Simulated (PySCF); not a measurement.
PySCF input file for CH7F2NSi2, SMILES C[Si](F)(F)[SiH2]N, TDDFT-LC-ωPBE/def2-SVPD. The structure is a stationary point at ωB97X-D3(BJ)/def2-SVP. This is a generated structure with no PubChem entry under its InChIKey; it may be hypothetical. The values are those of a single conformer.

```python
import numpy as np
from pyscf import gto, scf, dft, tdscf

mol = gto.M(
    atom='''
    C     1.91424074   -0.88745101    0.58776470
    Si    0.64924648    0.35128963    0.03792203
    F     1.34754498    1.41718914   -0.97594774
    F     0.17490429    1.21298415    1.34332780
    Si   -1.30073395   -0.54834753   -0.84787714
    N    -2.06674586   -1.21823270    0.56489911
    H     1.43931254   -1.62888682    1.25015027
    H     2.73566776   -0.39971817    1.13619871
    H     2.33884735   -1.42092333   -0.27748964
    H    -2.07183281    0.48561184   -1.61122267
    H    -1.00143966   -1.66095933   -1.79752183
    H    -2.88123403   -1.81716836    0.47209338
    H    -2.15876357   -0.61836995    1.37986085
    ''',
    basis='def2-SVPD',
    charge=0,
    spin=0,
    max_memory=1600,
    verbose=4,
)
mf = dft.RKS(mol, xc='lc_wpbe').density_fit(auxbasis='def2-universal-jkfit')
mf.grids.level = 3
mf.conv_tol = 1e-9
mf.max_cycle = 100
mf.kernel()
mf.grids = dft.Grids(mol).set(level=1).build(with_non0tab=True)  # coarser grid for the response kernel
td = tdscf.TDDFT(mf)
td.singlet = True
td.nstates = 10
td.conv_tol = 1e-4
td.positive_eig_threshold = 1e-6
td.kernel(x0=td.get_init_guess(mf, 15))
td.analyze()
tt = tdscf.TDA(mf)
tt.singlet = False
tt.nstates = 4
tt.conv_tol = 1e-4
tt.positive_eig_threshold = 1e-6
tt.kernel(x0=tt.get_init_guess(mf, 9))
tt.analyze(verbose=3)
```

Log of the run:

```
PySCF version 2.14.0

[INPUT] verbose = 4
[INPUT] num. atoms = 13
[INPUT] num. electrons = 66
[INPUT] charge = 0
[INPUT] spin (= nelec alpha-beta = 2S) = 0
[INPUT] symmetry False subgroup None
[INPUT] Mole.unit = angstrom
[INPUT] Symbol           X                Y                Z      unit          X                Y                Z       unit  Magmom
[INPUT]  1 C      1.914240740000  -0.887451010000   0.587764700000 AA    3.617390735085  -1.677039357869   1.110714308687 Bohr   0.0
[INPUT]  2 Si     0.649246480000   0.351289630000   0.037922030000 AA    1.226898034538   0.663841191100   0.071662250788 Bohr   0.0
[INPUT]  3 F      1.347544980000   1.417189140000  -0.975947740000 AA    2.546490952733   2.678099341308  -1.844273940488 Bohr   0.0
[INPUT]  4 F      0.174904290000   1.212984150000   1.343327800000 AA    0.330521206112   2.292207836938   2.538521637515 Bohr   0.0
[INPUT]  5 Si    -1.300733950000  -0.548347530000  -0.847877140000 AA   -2.458030926424  -1.036226652782  -1.602255581880 Bohr   0.0
[INPUT]  6 N     -2.066745860000  -1.218232700000   0.564899110000 AA   -3.905583644479  -2.302126158989   1.067504605911 Bohr   0.0
[INPUT]  7 H      1.439312540000  -1.628886820000   1.250150270000 AA    2.719906508252  -3.078149977714   2.362441624851 Bohr   0.0
[INPUT]  8 H      2.735667760000  -0.399718170000   1.136198710000 AA    5.169662834202  -0.755357868312   2.147104384984 Bohr   0.0
[INPUT]  9 H      2.338847350000  -1.420923330000  -0.277489640000 AA    4.419780938665  -2.685155937705  -0.524379422004 Bohr   0.0
[INPUT] 10 H     -2.071832810000   0.485611840000  -1.611222670000 AA   -3.915196586788   0.917673380446  -3.044769571990 Bohr   0.0
[INPUT] 11 H     -1.001439660000  -1.660959330000  -1.797521830000 AA   -1.892446687678  -3.138758237741  -3.396823961627 Bohr   0.0
[INPUT] 12 H     -2.881234030000  -1.817168360000   0.472093380000 AA   -5.444743217477  -3.433950522625   0.892127193420 Bohr   0.0
[INPUT] 13 H     -2.158763570000  -0.618369950000   1.379860850000 AA   -4.079471914988  -1.168549849161   2.607559096510 Bohr   0.0

nuclear repulsion = 394.696317203628
number of shells = 82
number of NR pGTOs = 280
number of NR cGTOs = 190
basis = def2-SVPD
ecp = {}


[settings echo left out]
init E= -875.32108390793
  HOMO = -0.297701558997676  LUMO = -0.0136669016259043  gap/eV = 7.72898
cycle= 1 E= -875.062074244017  delta_E= 0.259  |g|= 0.759  |ddm|= 4.31
  HOMO = -0.348612597667441  LUMO = 0.0497621687004255  gap/eV = 10.84033
cycle= 2 E= -875.073317827632  delta_E= -0.0112  |g|= 0.821  |ddm|= 1.66
  HOMO = -0.38119197361208  LUMO = 0.0549729656187616  gap/eV = 11.86865
cycle= 3 E= -875.179220069474  delta_E= -0.106  |g|= 0.0556  |ddm|= 0.574
  HOMO = -0.380043297464277  LUMO = 0.0605235137339486  gap/eV = 11.98843
cycle= 4 E= -875.180029044824  delta_E= -0.000809  |g|= 0.0251  |ddm|= 0.123
  HOMO = -0.37722644207843  LUMO = 0.0613423293302842  gap/eV = 11.93406
cycle= 5 E= -875.180194472455  delta_E= -0.000165  |g|= 0.00899  |ddm|= 0.0692
  HOMO = -0.378659317419619  LUMO = 0.0608955958360542  gap/eV = 11.96090
cycle= 6 E= -875.180214349681  delta_E= -1.99e-05  |g|= 0.00162  |ddm|= 0.0172
  HOMO = -0.378536953622623  LUMO = 0.0609331263276678  gap/eV = 11.95859
cycle= 7 E= -875.18021548243  delta_E= -1.13e-06  |g|= 0.000653  |ddm|= 0.00756
  HOMO = -0.378577085075951  LUMO = 0.0609272711137878  gap/eV = 11.95952
cycle= 8 E= -875.180215634806  delta_E= -1.52e-07  |g|= 0.000148  |ddm|= 0.0026
  HOMO = -0.378587076614143  LUMO = 0.0609223356612039  gap/eV = 11.95966
cycle= 9 E= -875.180215647081  delta_E= -1.23e-08  |g|= 6.99e-05  |ddm|= 0.000935
  HOMO = -0.378583239830441  LUMO = 0.0609243022551502  gap/eV = 11.95961
cycle= 10 E= -875.180215648564  delta_E= -1.48e-09  |g|= 2.89e-05  |ddm|= 0.000269
  HOMO = -0.378582424336623  LUMO = 0.0609249381220045  gap/eV = 11.95960
cycle= 11 E= -875.180215648817  delta_E= -2.53e-10  |g|= 9.18e-06  |ddm|= 9.79e-05
  HOMO = -0.378582131783284  LUMO = 0.0609247162121438  gap/eV = 11.95959
Extra cycle  E= -875.180215648842  delta_E= -2.5e-11  |g|= 8.21e-06  |ddm|= 3.58e-05
converged SCF energy = -875.180215648842
tot grids = 51032
Overwritten attributes  positive_eig_threshold  of <class 'pyscf.tdscf.rks.TDDFT'>


******** <class 'pyscf.tdscf.rks.TDDFT'> for <class 'pyscf.df.df_jk.DFRKS'> ********
nstates = 10 singlet
deg_eia_thresh = 1.000e-03
wfnsym = None
conv_tol = 0.0001
eigh lindep = 1e-12
eigh level_shift = 0
eigh max_cycle = 100


Excitation energies (eV)
[6.40615406 7.18321616 7.42843989 8.13147986 8.20112731 8.35895276
 8.58631328 8.68756677 8.91790843 9.09469424]

** Singlet excitation energies and oscillator strengths **
Excited State   1:      6.40615 eV    193.54 nm  f=0.0066
      33 -> 34       -0.66981
Excited State   2:      7.18322 eV    172.60 nm  f=0.0136
      32 -> 34        0.49924
      32 -> 36        0.10274
      33 -> 35       -0.10129
      33 -> 36       -0.39413
      33 -> 39        0.16721
Excited State   3:      7.42844 eV    166.90 nm  f=0.1051
      32 -> 34        0.34642
      32 -> 36       -0.12308
      33 -> 35       -0.16106
      33 -> 36        0.50018
      33 -> 40        0.14528
Excited State   4:      8.13148 eV    152.47 nm  f=0.0395
      32 -> 34       -0.17473
      32 -> 36       -0.39333
      32 -> 39        0.11791
      33 -> 35       -0.42647
      33 -> 36       -0.14552
      33 -> 37        0.12098
      33 -> 39        0.15702
Excited State   5:      8.20113 eV    151.18 nm  f=0.0452
      31 -> 34       -0.13664
      32 -> 36       -0.41784
      32 -> 40       -0.10796
      33 -> 35        0.31344
      33 -> 38       -0.35168
Excited State   6:      8.35895 eV    148.33 nm  f=0.0403
      32 -> 36        0.24273
      32 -> 37        0.11090
      32 -> 38       -0.13432
      33 -> 35       -0.10457
      33 -> 36        0.11727
      33 -> 37        0.21135
      33 -> 38       -0.51086
      33 -> 42       -0.10737
Excited State   7:      8.58631 eV    144.40 nm  f=0.1753
      30 -> 34       -0.10203
      31 -> 34       -0.25731
      32 -> 35        0.29499
      32 -> 39       -0.18153
      33 -> 35       -0.21471
      33 -> 39       -0.38557
      33 -> 40       -0.15792
      33 -> 41        0.15299
Excited State   8:      8.68757 eV    142.71 nm  f=0.0259
      32 -> 35       -0.19814
      32 -> 36       -0.14392
      33 -> 37        0.37340
      33 -> 39       -0.27879
      33 -> 41       -0.18060
      33 -> 42        0.23027
Excited State   9:      8.91791 eV    139.03 nm  f=0.0317
      31 -> 34       -0.37936
      32 -> 35       -0.38130
      32 -> 41        0.11131
      32 -> 42       -0.11331
      33 -> 37        0.16297
      33 -> 38        0.12233
      33 -> 41        0.20569
      33 -> 42       -0.15558
Excited State  10:      9.09469 eV    136.33 nm  f=0.0225
      30 -> 34       -0.12519
      32 -> 34       -0.11397
      32 -> 35        0.14651
      32 -> 38       -0.16823
      32 -> 41       -0.13409
      32 -> 42        0.13109
      33 -> 35        0.14125
      33 -> 37        0.18591
      33 -> 39        0.16241
      33 -> 40        0.28519
      33 -> 41        0.31941
      33 -> 42        0.11652
      33 -> 44       -0.12574

** Transition electric dipole moments (AU) **
state          X           Y           Z        Dip. S.      Osc.
  1        -0.1215      0.1516      0.0633      0.0418      0.0066
  2        -0.1574      0.1531      0.1711      0.0775      0.0136
  3         0.4611     -0.3257      0.5088      0.5776      0.1051
  4        -0.1249     -0.1660     -0.3941      0.1985      0.0395
  5         0.3522     -0.2987      0.1084      0.2251      0.0452
  6        -0.3972     -0.1968     -0.0145      0.1967      0.0403
  7        -0.7989      0.2972     -0.3265      0.8332      0.1753
  8         0.2549      0.2282     -0.0673      0.1215      0.0259
  9         0.1551      0.3211      0.1331      0.1449      0.0317
 10         0.1085     -0.2455      0.1703      0.1010      0.0225

** Transition velocity dipole moments (imaginary part, AU) **
state          X           Y           Z        Dip. S.      Osc.
  1        -0.0271      0.0381      0.0160      0.0024      0.0069
  2        -0.0442      0.0419      0.0479      0.0060      0.0151
  3         0.1332     -0.0924      0.1439      0.0470      0.1148
  4        -0.0341     -0.0530     -0.1199      0.0183      0.0409
  5         0.1075     -0.0917      0.0356      0.0212      0.0470
  6        -0.1213     -0.0640     -0.0071      0.0189      0.0409
  7        -0.2616      0.0969     -0.1063      0.0891      0.1882
  8         0.0822      0.0709     -0.0217      0.0123      0.0256
  9         0.0527      0.1103      0.0436      0.0169      0.0343
 10         0.0396     -0.0818      0.0551      0.0113      0.0225

** Transition magnetic dipole moments (imaginary part, AU) **
state          X           Y           Z
  1         0.0979      0.5899      0.6804
  2        -0.3735     -0.7438     -0.5092
  3        -0.2814     -0.0451     -0.3722
  4         0.3823     -0.2701     -0.3807
  5         0.5928      0.1477     -0.6484
  6         0.8938      0.2100      0.0653
  7        -0.1740     -0.2824     -0.1481
  8         0.1394      0.5453      0.3698
  9        -1.1970      0.1401      0.2917
 10         0.2045     -0.7342     -0.2213
Overwritten attributes  positive_eig_threshold  of <class 'pyscf.tdscf.rks.TDA'>


******** <class 'pyscf.tdscf.rks.TDA'> for <class 'pyscf.df.df_jk.DFRKS'> ********
nstates = 4 triplet
deg_eia_thresh = 1.000e-03
wfnsym = None
conv_tol = 0.0001
eigh lindep = 1e-12
eigh level_shift = 0
eigh max_cycle = 100


Excitation energies (eV)
[5.76050505 6.27423228 6.49662459 7.51172255]

** Triplet excitation energies and oscillator strengths **
Excited State   1:      5.76051 eV    215.23 nm  f=0.0000
Excited State   2:      6.27423 eV    197.61 nm  f=0.0000
Excited State   3:      6.49662 eV    190.84 nm  f=0.0000
Excited State   4:      7.51172 eV    165.05 nm  f=0.0000
```

The calculation finished and met its thresholds.

Cost: about 11 core-minutes (a rough figure).
